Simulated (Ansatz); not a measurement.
A made-up structure of BH$_{3}$S$_{2}$O, closed shell:

O1  (-1.748, 0.422, -0.301)
S2  (-0.998, -0.938, -0.143)
B3  (0.375, -0.088, -0.092)
S4  (1.488, -1.175, 0.011)
H5  (-1.938, 0.676, 0.658)
H6  (0.526, 1.184, -0.133)
H7  (2.295, -0.081, 0.000)
(Å)

It is relaxed with PBE-D4/def2-SVP and then PBE0-D4/def2-TZVP (Ansatz 0.2.0). Atoms count as bonded within 1.22 times the sum of their covalent radii (H–H: 0.88 Å). The end point is not checked to be a true minimum.

(1) Does its bonding change? (A judgement: the text doesn't fix the answer.)

Results:

(1) The calculation gives: Yes. Formed: none; broken: S2–S4.

Where it ends: The first stage lowers the energy by 3.54 eV in 9 steps. It ends as BH₃S₂O ([OH][S][BH][SH]):
```json
{"atom": "O1", "x (Å)": "-2.1548", "y (Å)": "0.5024", "z (Å)": "-0.2566"}
{"atom": "S2", "x (Å)": "-1.1590", "y (Å)": "-0.8198", "z (Å)": "-0.1260"}
{"atom": "B3", "x (Å)": "0.4647", "y (Å)": "-0.1056", "z (Å)": "-0.0905"}
{"atom": "S4", "x (Å)": "1.8886", "y (Å)": "-1.1934", "z (Å)": "-0.0117"}
{"atom": "H5", "x (Å)": "-2.4189", "y (Å)": "0.7544", "z (Å)": "0.6348"}
{"atom": "H6", "x (Å)": "0.5715", "y (Å)": "1.0787", "z (Å)": "-0.1242"}
{"atom": "H7", "x (Å)": "2.8079", "y (Å)": "-0.2167", "z (Å)": "-0.0258"}
```

Labels in which every atom is bracketed show which atoms are joined, not bond orders.

For scale, one of the runs: PBE0-D4/def2-TZVP relaxation, 154 basis functions, launched by `ansatz run in.yaml --threads 2 --pin off --events-out ev --progress --plain --max-ram 4352MiB`. Hardware: 2 CPU threads of an Arm Neoverse V1, shared host. Wall time about 23 s.
